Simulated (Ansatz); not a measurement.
Basis-set extrapolation for H$_{9}$NOSi$_{3}$, SMILES `N[SiH](O)[SiH2][SiH3]` (PBE0-D4/def2-TZVP geometry, frozen core, the Gaussian-basis code of Ansatz). Multiplicity 1, RHF reference.

```json
{"": "HF", "def2-TZVPP": "-1001.522486", "def2-QZVPP": "-1001.556292"}
{"": "MP2 correlation", "def2-TZVPP": "-0.832437", "def2-QZVPP": "-0.896270"}
{"": "CCSD(T) correlation", "def2-TZVPP": "-0.930487", "def2-QZVPP": "not run"}
```

Energies in hartree. Use E(X) = E(∞) + A·exp(−7.88·√X) for Hartree–Fock and E(X) = E(∞) + B·X^(−2.97) for correlation, with X = 3 and 4, and add CCSD(T) minus MP2 of the smaller set to the MP2 limit.

Task: What is the CCSD(T) energy at the basis-set limit?

Result: HF limit: -1001.556292 + (-0.033806) × 0.13774 = -1001.56095. MP2 limit: -0.896270 + (-0.063833) × 0.74074 = -0.94355. Higher-order term: -0.930487 − (-0.832437) = -0.09805. Total: -1002.60255 hartree, 4.07 eV below CCSD(T)/def2-TZVPP.
